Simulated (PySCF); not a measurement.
Orbital energies, ionisation energy and electron affinity

C3H7NO2Si.
Geometry (PBE0-D3(BJ)/def2-SVP, Å), atoms numbered from 1 in this order:
```
atom  x, y, z in Å
C1     3.1861    0.2266    0.7744
N2     2.1171   -0.4396    0.8463
Si3    0.9527   -0.5795   -0.4488
O4    -0.4897   -0.0256    0.2965
C5    -1.5889   -0.0871   -0.4633
C6    -2.8163    0.4125    0.2317
O7    -1.5473   -0.5093   -1.5937
H8     3.8864    0.2600    1.6303
H9     3.5061    0.8152   -0.1143
H10    0.8325   -2.0123   -0.8082
H11    1.2841    0.2997   -1.6086
H12   -2.6718    1.4645    0.5186
H13   -3.6852    0.3159   -0.4281
H14   -2.9728   -0.1560    1.1597
```

Level: CAM-B3LYP/def2-SVPD (PySCF). Frontier orbitals with their largest atomic shares (Löwdin; up to four atoms above 4 %):

| orbital | ε (eV) | main atoms |
| --- | --- | --- |
| HOMO−3 | -11.14 | O7 21 %, N2 21 %, C1 15 %, O4 15 % |
| HOMO−2 | -10.61 | O4 30 %, Si3 18 %, O7 16 %, H10 14 % |
| HOMO−1 | -9.77 | O7 65 %, O4 11 %, C6 8 %, C5 8 % |
| HOMO | -8.78 | ? |
| LUMO | -0.01 | C1 42 %, N2 32 %, H8 7 %, H9 7 % |
| LUMO+1 | 1.11 | C5 33 %, O7 25 %, O4 11 %, C6 9 % |
| LUMO+2 | 1.21 | Si3 19 %, C5 17 %, C6 17 %, O4 9 % |

Q: What vertical ionisation energy does ΔSCF give, and how far is −ε(HOMO) from it?

A: ΔSCF: 9.64 eV (930 kJ/mol; threshold wavelength 129 nm); ⟨S²⟩ of the doublet left behind is 0.762, against 0.75 for a pure doublet. −ε(HOMO) is 8.78 eV, 0.86 eV below it. In exact Kohn–Sham theory the two would be equal; CAM-B3LYP (range-separated hybrid) falls short of its own ΔSCF value by 9 %.

Q: On which atoms does the HOMO lie?

A: N2 (C=N nitrogen) 57 %, C1 (C=N carbon) 16 %, Si3 (oxygen-bound silicon) 9 %, H9 (hydrogen on a C=N carbon) 6 %, so more than half of it is on one atom. The HOMO−1 lies 0.99 eV lower.

Q: And the vertical electron affinity, the fundamental gap, Mulliken's electronegativity and the hardness (with the factor ½)?

A: EA = -0.78 eV by ΔSCF (−ε(LUMO) = 0.01 eV); a negative value means that the added electron isn't bound at this geometry and level, and the number then depends on the basis. IE − EA = 10.42 eV against an orbital gap of 8.77 eV; (IE + EA)/2 = 4.43 eV; (IE − EA)/2 = 5.21 eV.

Q: With α = 75.8 au, estimate the like-pair dispersion coefficient by London's formula C6 = (3/4)α²I.

A: I = 0.3543 Eh, so C6 ≈ 1530 au, a rough estimate.

Q: How many of the 10 lowest singlet excitations (vertical TDDFT, same level) lie below the ionisation energy?

A: All 10; they run from 4.08 to 8.19 eV.

Q: Shift the occupied levels rigidly so that −ε(HOMO) equals the ΔSCF value. What binding energies result?

A: The shift is +0.86 eV: HOMO 9.64, HOMO−1 10.63, HOMO−2 11.47, HOMO−3 12.00 eV. A rigid shift is only a rough guide to the deeper ionisations.

Q: What kinetic energy would electrons from this vertical process carry with He I light (21.218 eV)?

A: 21.22 − 9.64 = 11.58 eV.

Isolated species at its PBE0-D3(BJ)/def2-SVP geometry (one conformer only).

The run behind these numbers computed excited states and ΔSCF ions as well. On one thread, Arm Neoverse V1 (aarch64), shared host with 32 logical CPUs at a one-minute load of 20, this took 3.3 min wall and 1.1 GiB of memory at its peak.
